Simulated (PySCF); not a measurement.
## MgTe⁻ from Hartree–Fock to correlated methods

State: ²Σ⁺ (doublet), unpaired electrons σ ↑. Set-up: Mg aug-cc-pVDZ, Te aug-cc-pVDZ-PP with ECP28; scalar-relativistic core potentials (PySCF 2.14). De refers to Mg + Te⁻ in their high-spin ground configurations, without counterpoise correction. The functionals are run spin-unrestricted. A positive dipole points towards Te; it is taken about the centre of mass and depends on that origin.

```csv
Level,Re (Å),ωe (cm⁻¹),De (eV),μ (D)
UHF,2.565,333,n/a,-0.15
UHF-MP2,2.567,339,n/a,n/a
UHF-SCS-MP2,2.574,334,n/a,n/a
PBE,2.588,307,1.76,1.43
PW91,2.584,308,1.79,1.35
r²SCAN,2.564,323,1.90,1.04
PBE0,2.564,321,1.72,1.00
r²SCAN0,2.554,328,1.81,0.72
B97-3,2.575,316,1.53,0.94
ωB97X,2.568,314,1.51,0.82
```

Problem. What does a quarter of exact exchange do here, going from r²SCAN to r²SCAN0?

Solution. r²SCAN0 less r²SCAN: -1.0 pm in Re, +1.5 % in ωe, -0.09 eV in De. Exact exchange removes part of the self-interaction that spreads semilocal densities, and in most molecules shortens and stiffens the bond and lowers De; so it does here.

Problem. What does second-order correlation do here, going from UHF to UHF-MP2?

Solution. UHF-MP2 less UHF: +0.2 pm in Re, +1.8 % in ωe. Correlation nearly always deepens the well. The bond lengthens, as in strong covalent bonds, where excitations into antibonding orbitals dominate.

Correlated steps freeze 5 core orbitals. Spin–orbit coupling is left out, which matters for elements this heavy, above all for dissociation energies. For an ion De counts to the pair picked by the measured ionisation energies or electron affinities, which need not be the lowest pair at this level. The highest Kohn–Sham level is positive in this anion. Much of that is self-interaction error, but it also means that the finite basis helps to hold the extra electron. The state is the lowest determinant that a PBE0 search found; another state may lie lower at other levels.

The whole job (state search and all levels along the bond) took about 2.5 min on 1 thread of Oxide Virtual Turin-like (shared host), peak memory 0.89 GiB.
